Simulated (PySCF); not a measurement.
B(Br)(Et)(OH) (C2H6BBrO), SMILES OB(Br)CC.

The structure is a stationary point at PBE-D3(BJ)/def2-SVP. The values are those of a single conformer.

Level of theory: PBE-D3(BJ)/def2-SVP in PySCF.

Frequencies are harmonic and unscaled.

Problem. List the normal modes with their intensities. (An estimate is asked for; the answer gives what the named calculation found.)

Solution. 
```csv
mode,ν (cm⁻¹),IR (km/mol),moving atoms (share of kinetic energy)
1,32,0.3,"H 47 %, C 35 %, O 15 %"
2,156,0.5,"C 48 %, H 21 %, Br 21 %"
3,200,0.3,H 83 %
4,310,12.6,"O 55 %, Br 20 %, H 15 %"
5,334,0.9,"H 41 %, C 29 %, B 18 %, O 9 %"
6,483,8.9,"B 41 %, H 30 %, C 20 %"
7,500,14.6,"O 31 %, B 31 %, C 20 %, H 13 %"
8,615,106.1,"H 84 %, O 12 %"
9,714,6.2,"H 62 %, C 19 %, B 17 %"
10,851,95.3,"H 50 %, B 28 %, C 20 %"
11,950,1.5,"H 78 %, C 15 %"
12,966,41.0,"H 81 %, C 14 %"
13,1044,5.0,"C 66 %, H 32 %"
14,1117,281.9,"H 52 %, B 33 %, O 10 %"
15,1207,11.1,"H 79 %, C 18 %"
16,1234,65.9,"H 40 %, C 35 %, B 14 %, O 11 %"
17,1347,0.6,"H 82 %, C 18 %"
18,1367,6.1,"H 90 %, C 9 %"
19,1397,150.4,"B 53 %, H 19 %, O 16 %, C 11 %"
20,1425,14.3,H 96 %
21,1431,24.2,H 88 %
22,2944,11.5,H 94 %
23,2973,27.4,H 97 %
24,3009,8.2,"H 91 %, C 9 %"
25,3058,20.1,"H 91 %, C 9 %"
26,3065,18.3,"H 91 %, C 9 %"
27,3710,61.1,H 94 %
```
